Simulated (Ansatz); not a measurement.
Computed with Ansatz on PBE0-D4/def2-TZVP structures; ΔE is electronic, products minus reactants. CCSD(T)/CBS adds triple-zeta CCSD(T) − MP2 to the extrapolated MP2 energy (def2 sets, frozen cores). Functionals use def2-TZVPP. def2 core potentials past Kr. For Sn outer-core shells are correlated without core-valence functions, which leaves a few kJ/mol of doubt a bond. Each species was taken in one conformer, which may not be the lowest.

Consider the substitution at a C–Al bond: `[CH3][AlH][NH][SiH2]Cl` + `[OH][SnH3]` → `C[O][SnH3]` + `[AlH2][NH][SiH2]Cl`.

**Question.** Is it downhill or uphill in electronic energy at CCSD(T)/CBS, and by how much? (Best estimate.)

**Answer.** Computed: Uphill: ΔE = +24.7 kcal/mol.

**Question.** What do these levels give: PBE-D4, PBE0-D4, ωB97X-V, B2PLYP, PBE0, MP2/def2-TZVPP, SCS-MP2/def2-TZVPP, CCSD(T)/def2-TZVPP, HF/def2-QZVPP, SCS-MP2/def2-QZVPP, HF/CBS(def2), CCSD/CBS(def2)? (Estimate.)

**Answer.** The calculation gave: PBE-D4 24.3, PBE0-D4 24.6, ωB97X-V 23.1, B2PLYP 24.1, PBE0 24.7, MP2/def2-TZVPP 25.6, SCS-MP2/def2-TZVPP 23.7, CCSD(T)/def2-TZVPP 24.1, HF/def2-QZVPP 20.9, SCS-MP2/def2-QZVPP 24.2, HF/CBS(def2) 20.9, CCSD/CBS(def2) 24.5 kcal/mol.

Largest T1 diagnostic among the species: 0.014.

In def2-TZVPP, CCSD(T) changes the Hartree–Fock value by +3.1 kcal/mol (the triples alone add +0.2 kcal/mol) and MP2 by +4.7 kcal/mol.
